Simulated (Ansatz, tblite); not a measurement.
Species of one formula, C4H16B2N2 (singlet), each relaxed with r2SCAN-D4/def2-SVP in Ansatz.

The xTB rows come from tblite. Correlated methods freeze 8 core orbitals.

Other spin states weren't relaxed.

A: (Me2B-mu-NH2)2 (C4H16B2N2)

B: (H2B-mu-NMe2)2 (C₄H₁₆B₂N₂)

Q: Estimate which lies lowest at each level, and how far above it the others are (kcal/mol).

A: 
```json
{"level": "GFN1-xTB", "A": "0.0", "B": "120.4"}
{"level": "GFN2-xTB", "A": "13.4", "B": "0.0"}
{"level": "HF/def2-TZVP", "A": "0.0", "B": "54.5"}
{"level": "PBE-D4/def2-SVP", "A": "0.0", "B": "57.8"}
{"level": "PBE-D4/def2-TZVP", "A": "0.0", "B": "58.7"}
{"level": "revPBE-D4/def2-TZVP", "A": "0.0", "B": "57.4"}
{"level": "r2SCAN-D4/def2-TZVP", "A": "0.0", "B": "60.3"}
{"level": "PBE0-D4/def2-SVP", "A": "0.0", "B": "58.9"}
{"level": "PBE0-D4/def2-TZVP", "A": "0.0", "B": "59.2"}
{"level": "B2PLYP/def2-TZVP", "A": "0.0", "B": "56.7"}
{"level": "RPA@PBE/def2-TZVP", "A": "0.0", "B": "49.3"}
{"level": "MP2/def2-TZVP", "A": "0.0", "B": "56.5"}
```
Point groups (tolerance 0.1 Å): A D2h, B D2h.
